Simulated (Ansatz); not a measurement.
Cartesian coordinates in Å:
```
O -0.2644 -1.7535 1.8354
C -1.3119 -1.5400 1.2696
Al -1.4107 -0.1300 -0.1846
C 0.2152 0.7002 -0.6642
C 1.2806 1.2178 -0.9544
Se 2.8029 2.0583 -1.4699
H -2.2077 -2.1381 1.5819
H -2.7785 0.2589 -0.8787
H 3.6745 1.3264 -0.5352
```

Charge 0, multiplicity 1.

Question: List the B3LYP/def2-TZVPP orbital energies in eV (the Gaussian-basis code of Ansatz). (Estimate.)

Answer: Ansatz gave: Occupied: -12352.18, -1581.48, -1524.75, -1419.66, -1419.62, -1419.56, -520.82, -278.90, -277.76, -276.58, -213.80, -157.90, -157.78, -157.58, -112.74, -73.49, -73.28, -73.27, -58.68, -58.66, -58.48, -58.38, -58.36, -28.71, -21.63, -19.50, -16.24, -13.62, -12.77, -12.21, -11.23, -10.89, -10.67, -9.36, -9.24, -8.01, -6.79, -6.34. Lowest empty: -2.69, -1.05, -0.74, 0.04, 0.15, 0.57, 1.09, 1.23.

B3LYP here is the variant with VWN-RPA as its local correlation; programs differ in this.
